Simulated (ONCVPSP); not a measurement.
# An all-electron radial function and its pseudo partner (nickel (Ni))

Columns: radius, all-electron u(r) and pseudo u(r) of the 4s shell (level -13.25 eV) of nickel in the configuration [Ar] 3d8 4s1; PW91, scalar-relativistic, ONCV scheme, ONCVPSP 4.0.1.

```
r (bohr)  all-electron  pseudo
   0.110        0.1233  0.0142
   0.220        0.1404  0.0296
   0.330       -0.0796  0.0477
   0.440       -0.2537  0.0703
   0.550       -0.3097  0.0993
   0.660       -0.2685  0.1356
   0.770       -0.1687  0.1789
   0.880       -0.0424  0.2280
   0.990        0.0892  0.2808
   1.100        0.2139  0.3360
   1.210        0.3256  0.3925
   1.320        0.4214  0.4494
   1.430        0.5009  0.5057
   1.540        0.5644  0.5589
   1.650        0.6134  0.6060
   1.760        0.6493  0.6441
   1.870        0.6735  0.6711
   1.980        0.6877  0.6870
   2.090        0.6932  0.6931
   2.200        0.6915  0.6914
   2.310        0.6836  0.6836
   2.420        0.6707  0.6707
   2.530        0.6538  0.6538
   2.640        0.6337  0.6336
   2.750        0.6110  0.6110
   2.860        0.5866  0.5866
```

How many radial nodes do the two functions have?

The all-electron 4s function has n − l − 1 = 3 (the table is too coarse to show those close to the nucleus); the pseudo-wave has 0, since the states of the same l below it are removed with the core.

At about which radius was the pseudo-wave matched?

2.20 bohr. The columns agree to 0.0005 from 2.09 bohr on; several derivatives are matched, so the curves merge somewhat inside the radius.

Is the pseudo-wave norm-conserving?

Yes: the ONCV scheme keeps the norm inside the radius equal to the all-electron one, which fixes the energy derivative of the logarithmic derivative at the level.
